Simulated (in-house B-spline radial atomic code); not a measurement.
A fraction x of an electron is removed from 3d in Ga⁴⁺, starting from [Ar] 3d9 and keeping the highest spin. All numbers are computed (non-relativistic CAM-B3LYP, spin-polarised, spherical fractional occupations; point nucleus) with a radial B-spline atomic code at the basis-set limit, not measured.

Caution: exact exchange at fractional occupations of open shells leaves self-interaction of up to several eV.

```csv
x,E(x) - E(0) (eV),3d down level (eV)
0,0.0000,-78.664
0.04,3.1641,-79.543
0.17,13.6915,-82.422
0.27,22.0454,-84.660
0.4,33.2418,-87.598
0.5,42.1156,-89.881
0.55,46.6383,-91.030
0.75,65.3072,-95.672
0.89,78.9315,-98.967
1,89.9614,-101.581
```

The exact functional would give a straight line between the two integer points. Deviations E(x) - E(0) - x[E(1) - E(0)], in eV: -0.434 at x = 0.04, -1.602 at x = 0.17, -2.244 at x = 0.27, -2.743 at x = 0.4, -2.865 at x = 0.5, -2.84 at x = 0.55, -2.164 at x = 0.75, -1.134 at x = 0.89.

The curve lies below the straight line by up to 2.865 eV (at x = 0.5): convex, the delocalisation error, to which spherically averaged exact exchange adds.

(1) How well does Slater's transition state (minus the level at half occupation) give the ionisation energy?

Answers

(1) It gives 89.881 eV against 89.961 eV from the two total energies; NIST lists 86.01 eV, ground level to ground level. The end point has an open shell averaged over its orbitals, so its exact exchange keeps a self-interaction and this is no true integer point.
